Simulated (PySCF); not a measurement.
ZrI3, SMILES [I][Zr+]([I])[I], charge +1, multiplicity 1. Coordinates come from a PBE0-D3(BJ)/def2-SVP optimisation. The multiplicity is an assumed one; no other spin state was optimised. The isomer is the one that the SMILES or the coordinates give; other isomers of the formula were not compared. The def2 effective core potentials stand for the cores of I, Zr; spin–orbit coupling is left out.

Question: Give the equilibrium geometry at PBE0-D3(BJ)/def2-SVP (PySCF confirms it by a frequency run) as Cartesian coordinates in Å, and its point group. (An estimate is asked for; the answer gives what the named calculation found.)

Answer: point group C3v.
```xyz
4

Zr     0.0000     0.0000     0.7239
I      2.1220    -1.2251    -0.1821
I     -2.1220    -1.2251    -0.1821
I      0.0000     2.4502    -0.1821
```
Charge +1, spin multiplicity 1.
